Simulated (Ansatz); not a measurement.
Cartesian coordinates in Å:
```
F 1.073 1.601 0.707
C 0.970 0.560 -0.202
Sn -0.865 -0.545 0.137
H 1.840 -0.091 -0.081
H 0.986 0.980 -1.211
H -2.198 0.499 -0.061
H -0.952 -1.815 -1.004
H -0.854 -1.188 1.715
```

The species carries charge 0 and has multiplicity 1. Sn takes the def2 core potential.

Question: List the PBE0/def2-TZVPP orbital energies in eV (Ansatz 0.2.0). (An estimate is asked.)

Answer: Computed: Occupied: -673.70, -280.25, -139.91, -94.53, -94.52, -94.51, -33.40, -28.32, -28.31, -28.30, -28.18, -28.18, -19.32, -14.60, -13.88, -13.73, -12.26, -10.06, -9.21, -9.10, -8.05. Lowest empty: 0.11, 0.64, 0.78, 0.99, 1.98, 2.32, 2.73, 2.88.
